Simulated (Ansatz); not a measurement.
## A basis-limit estimate, worked out

An elementary step of SiH$_{2}$Cl$_{4}$O, closed shell (SiCl₄ ([Cl][Si]([Cl])([Cl])[Cl]) + H₂O → SiHCl₃O ([OH][Si]([Cl])([Cl])[Cl]) + HCl; Si–Cl, H–O broken or loosened, Si–O, Cl–H formed or tightened). “Start” and “end” are the PBE0-D4/def2-TZVP structures reached by relaxing down either side of its saddle point, with the molecules still in contact.

Program: Ansatz 0.2.0. Basis: def2-TZVPP and def2-QZVPP. Cores are frozen in the correlated methods.

Energies in eV:

| quantity | end | start |
| --- | --- | --- |
| Hartree–Fock, triple zeta (X = 3) | -59954.46442 | -59954.09906 |
| Hartree–Fock, quadruple zeta (X = 4) | -59956.20556 | -59955.82901 |
| MP2 correlation, X = 3 | -30.59525 | -30.72261 |
| MP2 correlation, X = 4 | -33.58815 | -33.75771 |
| CCSD(T) correlation, X = 3 | -33.74143 | -33.81880 |

Work out the step energy at the basis limit: extrapolate Hartree–Fock as E(X) = E∞ + A exp(−7.88 √X) and the MP2 correlation as E(X) = E∞ + B X^−2.97 (the exponents that Neese and Valeev fitted for def2-TZVPP and QZVPP), then add CCSD(T) − MP2 in triple zeta.

Each step is linear, so take the differences first (end − start): Hartree–Fock -0.36536 (X = 3) and -0.37655 (X = 4); MP2 correlation 0.12736 and 0.16956; CCSD(T) correlation 0.07737.
Two points give E∞ = E(4) + w [E(4) − E(3)], with w = 1/(exp(7.88 (2 − √3)) − 1) = 0.1377 for Hartree–Fock and w = 1/((4/3)^2.97 − 1) = 0.7407 for the correlation.
Hartree–Fock: -0.37655 + 0.1377 × (-0.01119) = -0.3781 eV.
MP2 correlation: 0.16956 + 0.7407 × 0.04220 = 0.2008 eV.
CCSD(T) − MP2: 0.07737 − 0.12736 = -0.0500 eV.
Sum: -0.3781 + 0.2008 + (-0.0500) = -0.2273 eV, or -5.24 kcal/mol. Plain CCSD(T) in triple zeta gives -0.2880 eV, so the larger basis shifts the result by 0.0607 eV.

T1 diagnostic: at most 0.010.

The step is the kind of ligand exchange by which a precursor binds to a hydroxyl group, or is hydrolysed, in atomic layer deposition of oxides.

Labels in which every atom is bracketed show which atoms are joined, not bond orders.

For scale, one of the runs: CCSD(T)/def2-TZVPP, 269 basis functions, launched by `ansatz run in.yaml --threads 8 --pin off --events-out ev --progress --plain --max-ram 19148MiB`. The run took 67 s on 8 CPU threads of an INTEL XEON PLATINUM 8581C (shared host), with 6.3 GiB of host memory at its peak.
